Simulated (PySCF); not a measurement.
SMILES F[Si]([SiH2]C[Si](C)(C)C)(F)F (C4H13F3Si3), GFN2-xTB optimised geometry.

```
23

C      1.94     1.21    -1.27
Si     1.27    -0.04     0.00
C      1.86    -1.80    -0.44
C      1.86     0.44     1.75
C     -0.66    -0.04     0.00
Si    -1.51     1.65     0.00
Si    -1.34     2.62    -2.05
F     -0.30     3.82    -2.22
F     -2.67     3.30    -2.61
F     -0.94     1.69    -3.28
H      1.70     2.23    -0.99
H      3.02     1.14    -1.36
H      1.52     1.03    -2.26
H      1.56    -2.07    -1.45
H      1.45    -2.54     0.24
H      2.94    -1.87    -0.39
H      1.51    -0.27     2.49
H      1.50     1.42     2.03
H      2.95     0.46     1.80
H     -0.99    -0.59     0.87
H     -1.00    -0.61    -0.87
H     -2.94     1.50     0.33
H     -0.93     2.54     1.02
```

Density from PBE/def2-SVP (PySCF) at that geometry.

Minimum of the electron density along straight lines between bonded atoms, close to the bond critical point (lines longer than 1.1 times the sum of covalent radii, or with two minima, are not listed):

| bond | length / Å | ρ at the minimum / e bohr⁻³ | ∇²ρ there / e bohr⁻⁵ | position (fraction from the first atom) |
|---|---|---|---|---|
| C1–Si2 | 1.904 | 0.110 | 0.30 | 0.62 |
| Si2–C3 | 1.909 | 0.109 | 0.30 | 0.38 |
| Si2–C4 | 1.907 | 0.109 | 0.31 | 0.38 |
| Si2–C5 | 1.925 | 0.103 | 0.29 | 0.38 |
| C5–Si6 | 1.895 | 0.109 | 0.29 | 0.62 |
| Si7–F8 | 1.595 | 0.124 | 1.15 | 0.42 |
| Si7–F9 | 1.595 | 0.124 | 1.14 | 0.42 |
| Si7–F10 | 1.597 | 0.124 | 1.14 | 0.42 |
| C1–H11 | 1.086 | 0.270 | -0.95 | 0.63 |
| C1–H12 | 1.086 | 0.269 | -0.95 | 0.63 |
| C1–H13 | 1.085 | 0.270 | -0.96 | 0.63 |
| C3–H14 | 1.086 | 0.270 | -0.95 | 0.63 |
| C3–H15 | 1.086 | 0.269 | -0.95 | 0.63 |
| C3–H16 | 1.086 | 0.270 | -0.95 | 0.63 |
| C4–H17 | 1.086 | 0.270 | -0.95 | 0.63 |
| C4–H18 | 1.085 | 0.270 | -0.95 | 0.63 |
| C4–H19 | 1.085 | 0.270 | -0.95 | 0.63 |
| C5–H20 | 1.089 | 0.266 | -0.91 | 0.63 |
| C5–H21 | 1.091 | 0.265 | -0.91 | 0.63 |
| Si6–H22 | 1.475 | 0.114 | 0.30 | 0.49 |
| Si6–H23 | 1.473 | 0.115 | 0.30 | 0.49 |
